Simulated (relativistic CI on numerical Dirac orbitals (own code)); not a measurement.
**Radial parameters of Ta XXVIII**

Calculated at this level of theory: Dirac-Coulomb-Breit CI, KLI orbitals optimised for each configuration, QED by a radiative potential, unscaled Slater integrals (own radial code, finite nucleus).

Slater integrals F^k, G^k are unscaled and averaged over j, outside the closed core [Ar] 3d10; ζ comes from projecting the Hamiltonian with its Breit term on Σ l·s of the shell.

- 4s²4p⁶4d⁹4f: ζ(4d) = 47716, F^2(4d,4f) = 217960, F^4(4d,4f) = 142170, G^1(4d,4f) = 233360, G^3(4d,4f) = 158020, G^5(4d,4f) = 115250, ζ(4f) = 7751.4 cm⁻¹; <r>(4d) = 0.4603, <r^2>(4d) = 0.2423, <r>(4f) = 0.4447, <r^2>(4f) = 0.2264 (bohr units).
- 4s²4p⁵4d¹⁰4f: ζ(4p) = 400810, F^2(4p,4f) = 223520, G^2(4p,4f) = 184970, G^4(4p,4f) = 133730, ζ(4f) = 7728.2 cm⁻¹; <r>(4p) = 0.4505, <r^2>(4p) = 0.2298, <r>(4f) = 0.4448, <r^2>(4f) = 0.2264 (bohr units).
- 4s4p⁶4d¹⁰4f: G^3(4s,4f) = 161610, ζ(4f) = 7837.3 cm⁻¹; <r>(4s) = 0.4336, <r^2>(4s) = 0.2116, <r>(4f) = 0.4445, <r^2>(4f) = 0.2262 (bohr units).

Averages of the first 10 configurations, taken without configuration mixing, which lowers the lowest level and can move excited configurations by several eV; other configurations of the list can lie among them:

```csv
Configuration,Parity,States,Average energy above the lowest level (eV)
4s²4p⁶4d¹⁰,even,1,0.1
4s²4p⁶4d⁹4f,odd,140,202.5
4s²4p⁵4d¹⁰4f,even,84,409.8
4s4p⁶4d¹⁰4f,odd,28,563.7
4s²4p⁶4d⁹5s,even,20,340.8
4s²4p⁶4d⁹5p,odd,60,401.0
4s²4p⁶4d⁹5d,even,100,481.9
4s²4p⁵4d¹⁰5s,odd,12,549.1
4p⁶4d¹⁰4f²,even,91,1129.7
4p⁶4d⁹4f³,odd,3640,1332.4
```
